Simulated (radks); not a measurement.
Effect of the nuclear size on neutral argon, [Ar]. All-electron calculation, Dirac Kohn-Sham, exchange-only LDA, spin-unpolarised, spherical densities, finite nucleus; Fermi nuclear charge, rms radius 3.4274 fm. Program: a radial shooting solver on a logarithmic mesh with Libxc functionals. The rms radius is varied about that value; shifts are against it.

\begin{tabular}{lrrrr}
rms radius (fm) & total energy shift (eV) & density at nucleus (e/bohr^3) & 1s1/2 shift (meV) & 2s1/2 shift (meV) \\ \hline
2.951 & -0.00478 & 4317 & -2.02 & -0.152 \\
3.2012 & -0.00235 & 4309 & -0.994 & -0.075 \\
3.4274 & 0 & 4303 & 0.000 & 0.000 \\
3.7084 & 0.00314 & 4296 & 1.33 & 0.100 \\
4.2465 & 0.00984 & 4284 & 4.15 & 0.314 \\
\end{tabular}

Slopes of the eigenvalues against <r^2> in GHz/fm^2, as finite differences over the two radii next to the reference (eigenvalue slopes, not the field-shift constants of lines): 1s1/2 160, 2s1/2 12.1.
